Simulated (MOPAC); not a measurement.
Job for MOPAC: PM7 on WH, 2S+1 = 6, a spin state set in the input, which need not be the lowest, a point of a bond scan (R = 1.592 Å).

```
PM7 1SCF PRECISE CHARGE=0 UHF MS=2.5 THREADS=1
HW

W      0.00000000 1     0.00000000 1     0.00000000 1
H      0.00000000 1     0.00000000 1     1.59193100 1
```

Output:

```
*******************************************************************************
 **                                                                           **
 **                              MOPAC v23.2.5                                **
 **                                                                           **
 *******************************************************************************
 ** MOPAC's Digital Object Identifier: https://doi.org/10.5281/zenodo.6511958 **
 **                                                                           **
 ** Please cite the open-source release paper for use of this MOPAC version:  **
 ** J. E. Moussa and J. J. P. Stewart (2026)                                  **
 ** MOPAC: An open-source semiempirical molecular orbital program             **
 ** J. Open Source Softw., 11(119), 8025, https://doi.org/10.21105/joss.08025 **
 *******************************************************************************

                              PM7 CALCULATION RESULTS

 *******************************************************************************
 *  PM7        - The PM7 Hamiltonian to be used
 *  UHF        - UNRESTRICTED HARTREE-FOCK CALCULATION
 *
 *
 *
 *                 CHARGE ON SYSTEM = 0
 *
 *
 *
 *  MS=        - IN MECI, MAGNETIC COMPONENT OF SPIN =  2.5
 *  PRECISE    - TIGHTER CRITERIA TO BE USED
 *  1SCF       - DO 1 SCF AND THEN STOP
 *  THREADS=1  - MULTI-THREADING NOT USED
 *  T=         - A TIME OF 172800.0 SECONDS REQUESTED
 *  DUMP=N     - RESTART FILE WRITTEN EVERY 7200.0 SECONDS REQUESTED
 *******************************************************************************
PM7 1SCF PRECISE CHARGE=0 UHF MS=2.5 THREADS=1
 HW

   ATOM   CHEMICAL          X               Y               Z
  NUMBER   SYMBOL      (ANGSTROMS)     (ANGSTROMS)     (ANGSTROMS)

     1       W          0.00000000  *   0.00000000  *   0.00000000  *
     2       H          0.00000000  *   0.00000000  *   1.59193100  *



          CARTESIAN COORDINATES

    NO.       ATOM           X           Y           Z

     1         W          0.0000      0.0000      0.0000
     2         H          0.0000      0.0000      1.5919

 General Reference for PM7:
 "Optimization of Parameters for Semiempirical Methods VI: More Modifications to the
 NDDO Approximations and Re-optimization of Parameters", J. J. P. Stewart, J. Mol. Mod., 1:32, 19 (2013)
 https://link.springer.com/article/10.1007/s00894-012-1667-x

           Empirical Formula: H W  =     2 atoms



      MOLECULAR POINT GROUP   :   C*v


          UHF CALCULATION, NO. OF ALPHA ELECTRONS =    6
                           NO. OF BETA  ELECTRONS =    1

 -------------------------------------------------------------------------------
 PM7 1SCF PRECISE CHARGE=0 UHF MS=2.5 THREADS=1
 HW



     1SCF WAS SPECIFIED, SO BFGS WAS NOT USED
     SCF FIELD WAS ACHIEVED


                              PM7 CALCULATION
                                                       MOPAC v23.2.5 Linux




          FINAL HEAT OF FORMATION =         74.03804 KCAL/MOL =     309.77515 KJ/MOL


          COSMO AREA              =         84.28 SQUARE ANGSTROMS
          COSMO VOLUME            =         72.18 CUBIC ANGSTROMS

          IONIZATION POTENTIAL    =          8.042836 EV
          ALPHA SOMO LUMO (EV)    =         -8.043  3.744
          BETA  SOMO LUMO (EV)    =        -14.415  4.130
          NO. OF ALPHA ELECTRONS  =          6
          NO. OF BETA  ELECTRONS  =          1
          MOLECULAR WEIGHT        =        184.8579         POINT GROUP:  C*v

          MOLECULAR DIMENSIONS (Angstroms)

            Atom       Atom       Distance
            H     2    W     1     1.59193
            H     2    W     1     0.00000
            W     1    H     2     0.00000


          SCF CALCULATIONS        =          1





   ATOM   CHEMICAL          X               Y               Z
  NUMBER   SYMBOL      (ANGSTROMS)     (ANGSTROMS)     (ANGSTROMS)

     1       W          0.00000000  *   0.00000000  *   0.00000000  *
     2       H          0.00000000  *   0.00000000  *   1.59193100  *

                             CARTESIAN COORDINATES

   1    W        0.000000000     0.000000000     0.000000000
   2    H        0.000000000     0.000000000     1.591931000


           Empirical Formula: H W  =     2 atoms



      MOLECULAR POINT GROUP   :   C*v


          ALPHA EIGENVALUES
 -15.30191  -8.71882  -8.71882  -8.26140  -8.26140  -8.04284   3.74378   3.74378
   3.96736  12.32914


           BETA EIGENVALUES
 -14.41472   4.13000   4.13000   4.24035   4.24035   4.39492   8.43203   8.51219
   8.51219  14.47094


              NET ATOMIC CHARGES AND DIPOLE CONTRIBUTIONS

  ATOM NO.   TYPE          CHARGE      No. of ELECS.   s-Pop       p-Pop       d-Pop
    1          W           0.264146        5.7359     0.62933     0.12248     4.98404
    2          H          -0.264146        1.2641     1.26415
 DIPOLE           X         Y         Z       TOTAL
 POINT-CHG.     0.000     0.000    -2.020     2.020
 HYBRID         0.000     0.000     0.898     0.898
 SUM            0.000     0.000    -1.122     1.122


          ATOMIC ORBITAL ELECTRON POPULATIONS

     Atom    s        px        py        pz      x^2-y^2     xz        z^2       yz        xy
    1  W   0.62933   0.01105   0.01105   0.10038   1.00000   0.98895   1.00614   0.98895   1.00000
    2  H   1.26415


                    (SZ)    =    2.500000
                    (S**2)  =    8.759962


          ATOMIC ORBITAL SPIN POPULATIONS

    Atom   Total    s     px     py     pz   x^2-y^2  xz     z^2    yz     xy
         Atomic
    1  W  5.0918  0.130  0.011  0.011  0.019  1.000  0.989  0.943  0.989  1.000
    2  H -0.0918 -0.092

 **********************
 *                    *
 * JOB ENDED NORMALLY *
 *                    *
 **********************




 == MOPAC DONE ==
```

The run finished.

Cost: roughly 0.020 core-seconds.
